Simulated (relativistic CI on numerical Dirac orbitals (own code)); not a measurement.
## Co²⁺: 2p photoemission

Computed with this model: Dirac-Coulomb-Breit CI, separate exchange-only KLI orbitals for each configuration, QED by a radiative potential, multiplet model of photoemission in the sudden approximation, unscaled Slater integrals; configurations [Ar] 3d7 → [He] 2s2 2p5 3s2 3p6 3d7; 300 K; Lorentzian 0.7 eV and Gaussian 0.6 eV FWHM. Energies are those of the free ion, without screening or charge transfer. The energies are binding energies and can lie tens of eV above those of solids. S is read from ⟨S²⟩ = S(S + 1).

Field parameters in Wybourne normalisation: Oh B⁴₀ = 21Dq, B⁴₄ = √(5/14) B⁴₀. The field is a parameter set, without covalency.

free ion: ground-state S = 1.50, centroid 819.22 eV. Peaks (eV, height): 811.4 (100), 813.7 (96), 817.8 (38), 819.9 (16), 829.4 (72), 832.6 (14).

Oh, 10Dq = 3250 cm⁻¹: ground-state S = 1.50, centroid 819.23 eV. Peaks (eV, height): 811.5 (100), 813.8 (98), 818.0 (34), 820.1 (13), 829.5 (73), 832.8 (12).

Oh, 10Dq = 8950 cm⁻¹: ground-state S = 1.50, centroid 819.24 eV. Peaks (eV, height): 811.6 (100), 813.9 (82), 817.3 (21), 818.6 (27), 820.7 (8), 829.5 (67).

Oh, 10Dq = 14700 cm⁻¹: ground-state S = 1.50, centroid 819.25 eV. Peaks (eV, height): 811.7 (100), 813.4 (74), 817.4 (22), 819.0 (21), 829.5 (66).

Oh, 10Dq = 20400 cm⁻¹: ground-state S = 1.50, centroid 819.26 eV. Peaks (eV, height): 811.8 (100), 813.4 (76), 814.7 (50), 817.6 (23), 819.5 (16), 829.5 (61).

Oh, 10Dq = 26150 cm⁻¹: ground-state S = 0.55, centroid 819.72 eV. Peaks (eV, height): 813.2 (100), 814.4 (74), 817.7 (20), 829.3 (54), 830.1 (50), 832.1 (14).

Strongest unbroadened transitions for Oh, 10Dq = 26150 cm⁻¹:

```
Energy (eV)  Relative strength
     812.59               37.2
     812.90              100.0
     813.34               56.2
     813.37               95.7
     814.38               28.1
     814.47               96.9
     814.89               14.4
     815.15               19.4
     815.79               34.2
     816.11               22.8
     818.82               15.2
     828.33               23.9
     828.95               63.5
     829.35               41.2
     829.70               44.5
     830.23               35.8
     830.40               33.2
     830.49               32.3
```
